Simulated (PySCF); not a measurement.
# Working out the ionisation energy of F²⁺

F²⁺ [He] 2s2 2p3 (4S) → F³⁺ [He] 2s2 2p2 (3P). All numbers are calculated (PySCF 2.14, scalar relativity by spin-free X2C-1e, in ANO-RCC-VTZP (4s3p2d1f, 30 functions)). Frozen: nothing. Energies in hartree (1 hartree = 27.21139 eV):

```csv
part,F²⁺ (lower),F³⁺ (upper)
UHF,-97.696726,-95.410158
MP2 opposite-spin,-0.072045,-0.066628
MP2 same-spin,-0.028473,-0.012737
```

**Question.** What does Hartree-Fock give?

**Answer.** (-95.410158) − (-97.696726) = 2.286568 hartree = 62.221 eV.

**Question.** What do MP2 and SCS-MP2 (6/5 opposite-spin, 1/3 same-spin) give?

**Answer.** The opposite-spin parts differ by 0.147 eV and the same-spin parts by 0.428 eV. MP2: 62.221 + (0.147) + (0.428) = 62.796 eV. SCS-MP2: 62.221 + 1.2 × (0.147) + (0.428)/3 = 62.540 eV.

A first-order spin-orbit estimate adds -0.056 eV to MP2 (valence and next inner shell), giving 62.740 eV against 62.708 eV (semi-empirical (NIST evaluation); NIST Atomic Spectra Database, ionization energies).

What remains against the reference includes basis incompleteness and correlation beyond second order.
